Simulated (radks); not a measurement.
Problem. These are the eigenvalues of the occupied orbitals of an atom or ion with whole-number occupations (eV). All-electron calculation, Dirac Kohn-Sham, PBE, spin-unpolarised, spherical densities, finite nucleus; Fermi nuclear charge, rms radius of each element as measured or else 0.836 A^(1/3) + 0.57 fm. Program: a radial shooting solver on a logarithmic mesh with Libxc functionals.

orbital  eigenvalue
1s1/2     -7040.674
2s1/2     -859.6148
2p1/2     -747.0625
2p3/2     -734.5511
3s1/2     -132.2272
3p1/2      -99.0786
3p3/2      -97.4895
3d3/2      -44.1986
3d5/2      -44.0181

Which element is it, and in what charge state? The configuration may be excited.

Solution. Z = 26, iron, charge +3: Fe3+ in [Ne] 3s2 3p(1/2: 1, 3/2: 4) 3d(3/2: 4, 5/2: 2). The list shows which subshells hold electrons but not how many an open one holds; the 1s level, -258.74 hartree, gives Z - s = 22.7 by -(Z - s)^2/2, which with screening and relativity narrows Z to a few neighbours, and the depths of the outer levels then fix element, charge and occupations together.
